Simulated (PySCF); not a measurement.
**How the method moves the HOMO and LUMO of `CO[Si](O)(O)C#N`**

C2H5NO3Si.
Cartesian coordinates in Å at the PBE0-D3(BJ)/def2-SVP level; atoms count from 1:
```xyz
12
C2H5NO3Si angstrom
C      1.932    0.034    0.042
O      0.776   -0.726    0.300
Si    -0.768   -0.208    0.269
O     -1.038    0.892    1.448
O     -1.809   -1.460    0.418
C     -1.030    0.612   -1.385
N     -1.166    1.120   -2.418
H      2.788   -0.652   -0.032
H      2.127    0.750    0.857
H      1.852    0.592   -0.907
H     -1.929    1.234    1.564
H     -1.699   -2.217   -0.164
```

Basis pcSseg-1 throughout (PySCF), one geometry. Isolated species at its PBE0-D3(BJ)/def2-SVP geometry (one conformer only).

Question: How do the orbital energies, the gap and the dipole change with the method?

Answer: 
| method | kind | HOMO (eV) | LUMO (eV) | gap (eV) | μ (D) | SCF cycles |
| --- | --- | --- | --- | --- | --- | --- |
| PBE | GGA | -7.37 | -1.29 | 6.08 | 1.98 | 17 |
| BP86 | GGA | -7.50 | -1.38 | 6.12 | 2.00 | 17 |
| KT2 | GGA | -7.52 | -1.33 | 6.18 | 1.97 | 17 |
| PBE0 | global hybrid | -9.02 | -0.32 | 8.70 | 1.88 | 14 |
| CAM-B3LYP | range-separated hybrid | -10.47 | 0.84 | 11.31 | 1.85 | 13 |
| BHandHLYP | global hybrid | -10.57 | 0.76 | 11.33 | 1.82 | 14 |
| wB97X-D | range-separated hybrid | -10.97 | 1.49 | 12.46 | 1.86 | 14 |
| HF | Hartree–Fock | -12.99 | 3.45 | 16.43 | 1.78 | 11 |

The HOMO spans 5.62 eV, from PBE down to HF, and the gap runs from 6.08 eV (PBE) to 16.43 eV (HF). Over the methods PBE (0 %), BP86 (0 %), KT2 (0 %), PBE0 (25 %), BHandHLYP (50 %), HF (100 %), a straight line through the gap against the share of exact exchange rises by 1.03 eV for each 10 % (correlation coefficient 1.000). The dipole ranges from 1.78 D (HF) to 2.00 D (BP86). This basis has no diffuse functions.
